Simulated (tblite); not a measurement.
Species: C4H9N3OSi2.
Structure used (GFN2-xTB), in Å, numbered top down from 1:
```
atom  x, y, z in Å
C1    -2.1776   -1.8321   -0.0332
C2    -1.7114   -0.4214   -0.0416
N3    -2.5093    0.5316   -0.4660
C4    -2.0198    1.7752   -0.4549
N5    -0.8217    2.1240   -0.0639
N6    -0.0086    1.1920    0.3714
C7    -0.4052   -0.0677    0.3994
O8     0.4353   -0.9741    0.8332
Si9    1.9835   -0.5450    1.3271
Si10   2.9390    0.8041   -0.2800
H11   -1.5499   -2.4292   -0.6935
H12   -2.0827   -2.2455    0.9698
H13   -3.2110   -1.8785   -0.3632
H14   -2.6741    2.5616   -0.8010
H15    2.4244   -1.9288    1.5167
H16    1.8100    0.0595    2.6518
H17    2.8969    2.2263    0.0508
H18    2.3190    0.6229   -1.6003
H19    4.3535    0.4343   -0.4476
```

Computed values, GFN2-xTB/tblite, gas phase, harmonic and unscaled. Errors from tens to a few hundred cm⁻¹ against measured bands are possible. Modes of hydrogen on silicon can be 10 to 20 % off. One conformer, not necessarily the lowest.

Harmonic wavenumbers (cm⁻¹): 29.0, 47.6, 67.9, 94.3, 98.7, 124.1, 159.0, 234.5, 278.2, 375.9, 406.9, 421.9, 468.7, 482.5, 493.5, 512.4, 550.1, 596.6, 648.8, 711.7, 723.8, 746.4, 784.9, 794.3, 813.8, 820.0, 832.9, 875.6, 929.8, 996.4, 1011.5, 1139.9, 1197.0, 1246.1, 1260.8, 1363.7, 1385.8, 1438.2, 1442.6, 1444.9, 1499.2, 1552.8, 2187.9, 2194.9, 2210.0, 2243.1, 2280.6, 3008.9, 3024.6, 3063.1, 3085.1.

A = 1702, B = 707.7, C = 548.1 MHz; mass 171.028 u (most abundant isotopes); point group C1, symmetry number 1.

Task: Zero-point energy?

Result: Half the sum of the wavenumbers: 27200 cm⁻¹ = 325.39 kJ/mol.

Task: What is S at 273.15 K and 1 bar for an ideal gas of classical rigid rotors and harmonic oscillators?

Result: Translation 171.16, rotation 126.80, vibration 156.38: S = 454.3 J/(mol K).

Task: And Cp and H(273.15 K) − H(0)?

Result: Cp = 182.18 J/(mol K), of which vibrations give 148.92 (their classical limit is 51 R = 424.0); H(273.15 K) − H(0) = 30.39 kJ/mol without the zero-point energy, 21.31 from vibrations.

Task: Blend soft modes into free rotors: weight 1/[1 + (100 cm⁻¹/ν̃)⁴] for the oscillator and the rest for a rotor with moment μB/(μ + B), μ = h/(8π²ν), B = 10⁻⁴⁴ kg m². What vibrational entropy results?

Result: 138.43 J/(mol K) in place of 156.38, which changes −T·S at 273.15 K by +4.90 kJ/mol.

Task: How do the functions run with temperature in this model?

Result: 
```json
{"T (K)": "50", "S (J/(mol K))": "267.6", "Cp (J/(mol K))": "69.1", "H − H(0) (kJ/mol)": "2.48", "G − H(0) (kJ/mol)": "-10.90", "ln q(vib)": "1.18"}
{"T (K)": "100", "S (J/(mol K))": "323.5", "Cp (J/(mol K))": "93.8", "H − H(0) (kJ/mol)": "6.58", "G − H(0) (kJ/mol)": "-25.77", "ln q(vib)": "3.18"}
{"T (K)": "298.15", "S (J/(mol K))": "470.8", "Cp (J/(mol K))": "194.3", "H − H(0) (kJ/mol)": "35.10", "G − H(0) (kJ/mol)": "-105.27", "ln q(vib)": "10.28"}
{"T (K)": "373.15", "S (J/(mol K))": "518.1", "Cp (J/(mol K))": "227.4", "H − H(0) (kJ/mol)": "50.95", "G − H(0) (kJ/mol)": "-142.38", "ln q(vib)": "12.81"}
{"T (K)": "500", "S (J/(mol K))": "591.3", "Cp (J/(mol K))": "272.8", "H − H(0) (kJ/mol)": "82.80", "G − H(0) (kJ/mol)": "-212.82", "ln q(vib)": "16.94"}
{"T (K)": "750", "S (J/(mol K))": "714.3", "Cp (J/(mol K))": "333.0", "H − H(0) (kJ/mol)": "159.17", "G − H(0) (kJ/mol)": "-376.54", "ln q(vib)": "24.51"}
{"T (K)": "1000", "S (J/(mol K))": "815.6", "Cp (J/(mol K))": "370.0", "H − H(0) (kJ/mol)": "247.40", "G − H(0) (kJ/mol)": "-568.16", "ln q(vib)": "31.31"}
```

q(vib) and H(0) count from the zero-point level.

Task: What must be added to the electronic energy to get the Gibbs energy at 273.15 K and 1 bar?

Result: ZPE + [H(273.15 K) − H(0)] − T·S = 325.39 + 30.39 − 124.10 = 231.68 kJ/mol.

Hindered rotation and anharmonicity are outside this model. Other conformers, if any are populated, would add a mixing term that is left out. The structure is chiral; the term R ln 2 for an equal mix with its mirror image is left out.

Hardware: one thread, Arm Neoverse N1 (aarch64) (shared host). Cost: 1.7 s of wall time. This covers the Hessian and the dipole derivatives.
